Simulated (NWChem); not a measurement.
C4H4F2; SMILES C=C/C(F)=C/F

```xyz
10

C     -0.0470     2.4595     0.0000
C     -0.6895     1.2707     0.0000
C     -0.0155    -0.0138     0.0000
F      1.3309     0.0059     0.0000
C     -0.6638    -1.2056     0.0000
F     -0.0129    -2.3723     0.0000
H      1.0521     2.5080     0.0000
H     -0.6049     3.4065     0.0000
H     -1.7913     1.2281     0.0000
H     -1.7616    -1.2852     0.0000
```
Atoms are numbered in this order, from 1.

Results from NWChem. All runs use the structure optimised with PBE-D3(BJ)/def2-SVP. Level: M05-2X/def2-SVP with SMD (1 M gas to 1 M solution), gas-phase geometry.

```
solvent          dielectric constant  solvation free energy (kcal/mol)  cavity-dispersion-structure term (kcal/mol)  dipole in solution (D)
---------------  -------------------  --------------------------------  -------------------------------------------  ----------------------
water                           78.4                               ___                                          ___                    3.24
ethylene glycol                 40.2                              -0.7                                          4.4                    3.23
n-hexane                        1.88                              -2.5                                         -0.3                    2.86
cyclohexane                     2.02                              -2.3                                          0.1                    2.88
```

### Question
What belongs in the gaps?

### Answer

- water, solvation free energy (kcal/mol): 0.0
- water, cavity-dispersion-structure term (kcal/mol): 5.1
